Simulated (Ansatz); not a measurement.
A nudged elastic band was laid between two geometries of ClH₅HfO₄ (11 atoms, charge 0, multiplicity 1).

Method: RKS B3LYP-D4/def2-SVP in Ansatz.

```yaml
movable_images: 7
climbing_image: yes
spring: 5.0 eV/Å²
optimiser: quadratic models (default)
start_path: through a guess of the saddle point
force_threshold: 0.05 eV/Å
iteration_limit: 60
end_points: relaxed
```

Initial state:

```xyz
11
Properties=species:S:1:pos:R:3
Hf -0.096 0.015 0.312
Cl -0.384 -0.149 2.734
O 1.752 -0.172 -0.417
H 2.093 -0.870 -0.985
O -1.231 1.298 -0.576
H -1.644 1.969 -1.119
O -0.796 -1.703 -0.216
H -1.277 -2.509 -0.403
O 1.232 1.840 1.095
H 2.094 1.559 0.741
H 1.297 1.820 2.062
```

Final state:

```xyz
11
Properties=species:S:1:pos:R:3
Hf 0.409 0.099 -0.239
Cl -1.086 1.091 3.023
O 1.724 -0.206 -1.624
H 2.162 -0.462 -2.436
O -0.927 1.341 -0.878
H -1.699 1.900 -0.971
O -0.372 -1.591 0.283
H -0.918 -2.258 0.701
O 1.371 0.899 1.323
H 2.253 1.183 1.582
H 0.122 1.102 2.466
```

**Question.** What changes between the two ends?

**Answer.** Bonds broken: Hf1–Cl2, O9–H11. Bonds formed: Cl2–H11. ClH5HfO4 becomes ClH + H4HfO4.

**Question.** What energy profile does the band end with?

**Answer.** The run converged. The highest image is number 7 of 0 to 8, 0.89 eV above the first end and 0.05 eV above the last; the last end lies 0.84 eV above the first. A vibrational analysis at the climbing image gives one clearly imaginary mode, 219i cm⁻¹: a first-order saddle point. The orbitals stay closed-shell, which can raise the energy where a bond breaks towards radicals; this wasn't checked here.

```json
{"image": "0", "path coordinate (Å)": "0.00", "energy (eV)": "0.00", "Hf1–Cl2 (Å)": "2.44", "O9–H11 (Å)": "0.97", "Cl2–H11 (Å)": "2.67"}
{"image": "1", "path coordinate (Å)": "0.60", "energy (eV)": "0.01", "Hf1–Cl2 (Å)": "2.45", "O9–H11 (Å)": "0.97", "Cl2–H11 (Å)": "2.62"}
{"image": "2", "path coordinate (Å)": "1.19", "energy (eV)": "0.06", "Hf1–Cl2 (Å)": "2.47", "O9–H11 (Å)": "0.97", "Cl2–H11 (Å)": "2.55"}
{"image": "3", "path coordinate (Å)": "1.79", "energy (eV)": "0.14", "Hf1–Cl2 (Å)": "2.48", "O9–H11 (Å)": "0.97", "Cl2–H11 (Å)": "2.52"}
{"image": "4", "path coordinate (Å)": "2.39", "energy (eV)": "0.23", "Hf1–Cl2 (Å)": "2.51", "O9–H11 (Å)": "0.97", "Cl2–H11 (Å)": "2.44"}
{"image": "5", "path coordinate (Å)": "2.98", "energy (eV)": "0.32", "Hf1–Cl2 (Å)": "2.55", "O9–H11 (Å)": "0.98", "Cl2–H11 (Å)": "2.25"}
{"image": "6", "path coordinate (Å)": "3.58", "energy (eV)": "0.53", "Hf1–Cl2 (Å)": "2.71", "O9–H11 (Å)": "1.03", "Cl2–H11 (Å)": "1.89"}
{"image": "7", "path coordinate (Å)": "4.18", "energy (eV)": "0.89", "Hf1–Cl2 (Å)": "3.05", "O9–H11 (Å)": "1.39", "Cl2–H11 (Å)": "1.43"}
{"image": "8", "path coordinate (Å)": "4.93", "energy (eV)": "0.84", "Hf1–Cl2 (Å)": "3.72", "O9–H11 (Å)": "1.70", "Cl2–H11 (Å)": "1.33"}
```

**Question.** What is the geometry of the highest image?

**Answer.** 
```xyz
11
Properties=species:S:1:pos:R:3:forces:R:3
Hf 0.296 0.154 -0.082 0.00 0.00 0.00
Cl -1.024 0.898 2.567 -0.01 0.00 0.00
O 1.667 -0.106 -1.421 0.00 -0.01 0.00
H 2.095 -0.517 -2.173 0.00 0.01 0.00
O -0.990 1.348 -0.894 0.00 0.00 0.00
H -1.789 1.865 -1.000 0.00 0.00 0.00
O -0.389 -1.619 0.275 0.00 0.00 0.00
H -0.979 -2.269 0.660 0.00 0.00 0.00
O 1.436 0.989 1.423 0.00 0.00 0.00
H 2.349 1.256 1.577 0.00 0.00 0.00
H 0.367 1.099 2.298 0.01 0.00 0.00
```

**Question.** What are the harmonic wavenumbers there?

**Answer.** 219i, 52, 89, 105, 117, 142, 160, 177, 186, 196, 231, 262, 289, 326, 351, 506, 575, 686, 690, 710, 804, 995, 1482, 3894, 3970, 3973, 3980 cm⁻¹.

Time of the run: 6.8 min on 4 threads of Arm Neoverse V2 (shared host), peak memory 0.37 GiB.
